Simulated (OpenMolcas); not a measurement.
Ir VIII: effect of the basis set

```json
{
  "Program": "OpenMolcas",
  "Method": "SS-CASPT2, IPEA 0.25 Eh, imaginary shift 0.1 Eh (closed shells correlated: 5s 5p)",
  "Active space": "2 electrons in 10 orbitals (5d 6d)",
  "State averaging": "2S+1 = 3 even, 10 roots; 2S+1 = 1 even, 15 roots",
  "Spin-orbit coupling": "state interaction with AMFI integrals over the reference wave functions, term energies averaged over their components"
}
```

A. ANO-R2 [8s6p5d3f1g], X2C, finite nucleus; CASPT2 step of the order of 80 core-seconds
B. ANO-RCC-VTZP [8s7p5d3f1g], DKH2, point nucleus; CASPT2 step of the order of 60 core-seconds
C. ANO-RCC-VQZP [9s8p6d4f2g1h], DKH2, point nucleus; CASPT2 step roughly 70 core-seconds

Energies in cm⁻¹ above 5d² ³F₂, the measured ground level; measured values from van het Hof, Joshi, Wyart and Sugar, J. Res. Natl. Inst. Stand. Technol. 100, 687 (1995).

| Level | A | B | C | Measured |
| --- | --- | --- | --- | --- |
| 5d² ³F₂ | 0.0 | 0.0 | 0.0 | 0.0 |
| 5d² ³F₃ | 12790 | 13130 | 12420 | 12672 |
| 5d² ³P₀ | 17880 | 18050 | 18100 | 17254 |
| 5d² ³F₄ | 21880 | 22390 | 21410 | 21615 |
| 5d² ³P₁ | 25840 | 26270 | 25780 | 25221 |
| 5d² ¹G₄ | 36860 | 37560 | 36450 | 36253 |
| 5d² ³P₂ [57 %] | 39200 | 39990 | 38720 | 38878 |
| 5d² ¹S₀ | 65880 | 66450 | 65690 | 65022 |

Deviations, from unrounded energies. A percentage is the sum of absolute deviations over the sum of measured energies, with the sign that they share, or ± where signs differ.

```
                        Against measurement  Levels     A     B     C
             mean absolute deviation (cm-1)       7   490   990   410
      fine structure of the ground term (%)       2  +1.1  +3.6  -1.3
other terms of the ground configuration (%)       5  +1.7  +3.1  ±1.3
```

C lies closest to measurement on these levels and B furthest from it. The largest miss of C in the table is 5d² ³P₀, by +840 cm-1. The ranking rests on the paired levels alone, and a cruder setting can come out closer through cancelling errors.

The two smallest mean deviations differ by little beside CASPT2's spread within terms, so their order carries little weight.

Among A to C the level of the table that moves most is 5d² ³P₂ [57 %], by 1300 cm-1 (lowest in C, highest in B). Moves below CASPT2's spread within the term are not significant.

CASPT2 does not keep the components of a term degenerate, so their means are used; among the terms shown or strongly mixed into the levels shown the widest spread is 610 cm-1 (5d² ¹G, C). Active for correlation alone: 6d; no level in the range computed is led by a configuration that fills it, so any true level of that kind is missing. Computed and measured levels are paired by configuration, term and J; levels that our copy of the source lacks, or whose pairing is in doubt (as where it misses far off the trend of its configuration), stay unpaired and out of the deviations. Levels of configurations outside the active space are missing. Levels that lie high or do not pair safely by name in every column are left out.

A share in square brackets marks a mixed level and gives the weight of the term that names it, the lowest over the columns.
